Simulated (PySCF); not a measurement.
Gas-phase reaction: GaF3 + GaH ⇌ HF + 2 GaF. Level: ωB97M-V/def2-TZVP†; standard pressure 1 bar.

Method: PySCF energies plus ideal-gas RRHO corrections (1 bar). † marks an energy on the PBE0/def2-TZVP geometry and frequencies. All species are closed-shell singlets. Ga: all electrons, no relativistic terms. GaH: computed as isolated molecules; such fragments, hydroxides, amides, oligomers or adducts are transient or little studied in the gas. The harmonic model lacks anharmonicity and excited electronic states, which grow with temperature; levels with a mode under 35 cm⁻¹ are left out.

```
T (K)  1000/T (1/K)  log10 K
-----  ------------  -------
1200         0.8333     9.71
1400         0.7143     9.27
1600         0.6250     8.92
1800         0.5556     8.64
2000         0.5000     8.41
2500         0.4000        ?
```

**Question.** Fit log10 K = a + b·(1000/T) to the five rows, get the mean ΔH° and ΔS°, and predict log10 K at 2500 K.

**Answer.** Means: 1000/T = 0.6456, log10 K = 8.990. Sums of products about the means: Sxy = 0.27177, Sxx = 0.069675, so b = Sxy/Sxx = 3.90 and a = 8.990 − (3.90)×0.6456 = 6.47.
ΔH° = −R ln 10 × 1000 K × b = −19.145 × (3.90) = -75 kJ; ΔS° = R ln 10 × a = 124 J/K. The run's own values go from -71 kJ and 127 J/K at 1200 K to -86 kJ and 118 J/K at 2500 K.
Prediction at 2500 K: 6.47 + (3.90)×0.4000 = 8.03. The computed value is 7.98, 0.05 from the line.
For scale, ΔH°(298 K) is -63 kJ at this level, -42 kJ at ωB97X-V/def2-TZVP†, and runs from -188 to -7 kJ over the 20 levels computed.
